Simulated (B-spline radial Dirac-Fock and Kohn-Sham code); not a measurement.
Dipole and non-dipole photoemission parameters of Ir 4f7/2

System: the Ir atom, [Xe] 4f14 5d7 6s2; threshold 60.80 eV (tabulated edge). These are calculated numbers from a radial finite-basis atomic code; the model is Dirac-Hartree-Slater photoionisation with a Latter tail; cross sections with all multipoles, angular parameters from the dipole term and its interference with E2.

| hν (eV) | σ (kb) | β | γ | δ |
| --- | --- | --- | --- | --- |
| 72.8 | 329 | 0.691 | -0.011 | -0.002 |
| 110 | 655 | 1.200 | 0.007 | 0.005 |
| 185 | 2650 | 0.270 | -0.003 | 0.012 |
| 208 | 2970 | 0.264 | -0.004 | 0.013 |
| 283 | 3090 | 0.362 | -0.003 | 0.018 |
| 336 | 2780 | 0.451 | -0.002 | 0.021 |
| 400 | 2310 | 0.549 | 0.001 | 0.025 |
| 639 | 1020 | 0.801 | 0.026 | 0.039 |
| 800 | 602 | 0.899 | 0.056 | 0.048 |
| 1000 | 335 | 0.974 | 0.105 | 0.059 |
| 1253.6 | 175 | 1.026 | 0.179 | 0.073 |
| 1670 | 72.2 | 1.055 | 0.311 | 0.094 |
| 2000 | 39.9 | 1.053 | 0.415 | 0.110 |
| 2090 | 34.4 | 1.051 | 0.443 | 0.114 |
| 2690 | 14.4 | 1.022 | 0.614 | 0.143 |
| 2984.4 | 9.89 | 1.003 | 0.689 | 0.157 |
| 3090 | 8.71 | 0.996 | 0.714 | 0.162 |
| 3370 | 6.34 | 0.977 | 0.779 | 0.175 |
| 3460 | 5.75 | 0.971 | 0.798 | 0.179 |
| 5650 | ? | ? | ? | ? |
| 6000 | 0.680 | 0.818 | 1.206 | 0.295 |
| 6310 | 0.554 | 0.803 | 1.241 | 0.309 |
| 6560 | 0.473 | 0.791 | 1.268 | 0.320 |
| 7450 | 0.281 | 0.752 | 1.356 | 0.359 |
| 9300 | 0.111 | 0.685 | 1.504 | 0.436 |
| 9530 | 0.0997 | 0.677 | 1.520 | 0.446 |
| 9820 | 0.0877 | 0.668 | 1.539 | 0.457 |
| 10200 | 0.0745 | 0.657 | 1.563 | 0.473 |
| 12000 | 0.0368 | 0.609 | 1.658 | 0.543 |

Q: Give the values at 5650 eV.

A: σ = 0.865 kb, β = 0.836, γ = 1.163, δ = 0.280.
